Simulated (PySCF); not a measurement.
C2H8N2OSi, SMILES C/C=N\[Si@H](N)O.

Geometry optimised at PBE0-D3(BJ)/def2-SVP. The structure was generated by enumeration; whether it is a known compound was not checked. One conformer was computed; it need not be the lowest.

Calculation: TDDFT-PBE0/def2-SVPD (PySCF).

Vertical excitations. Isolated molecule, no solvent.

```
state  energy (eV)  λ (nm)      f                                                 main pairs
-----  -----------  ------  -----  ---------------------------------------------------------
S1            4.21     295  0.001                                             HOMO→LUMO 98 %
S2            6.13     202  0.070                                           HOMO−1→LUMO 97 %
S3            6.40     194  0.058                                           HOMO→LUMO+1 88 %
S4            6.72     184  0.001                                           HOMO→LUMO+2 86 %
S5            6.89     180  0.050                                         HOMO−1→LUMO+1 89 %
S6            6.97     178  0.022                         HOMO→LUMO+3 51 %, HOMO−2→LUMO 41 %
S7            7.03     176  0.002                         HOMO−2→LUMO 54 %, HOMO→LUMO+3 41 %
S8            7.24     171  0.003                                           HOMO→LUMO+4 96 %
S9            7.64     162  0.147                                           HOMO→LUMO+5 89 %
S10           7.72     161  0.007  HOMO−1→LUMO+2 47 %, HOMO−1→LUMO+3 39 %, HOMO−1→LUMO+1 8 %
T1            3.63     342      0                                             HOMO→LUMO 96 %
T2            4.95     251      0                         HOMO−3→LUMO 61 %, HOMO−1→LUMO 26 %
T3            5.94     209      0                         HOMO−1→LUMO 70 %, HOMO−3→LUMO 21 %
T4            6.29     197      0                                           HOMO→LUMO+1 91 %
```
Triplets are in the Tamm–Dancoff approximation, which puts them higher than full response would, so one can lie above its singlet here.
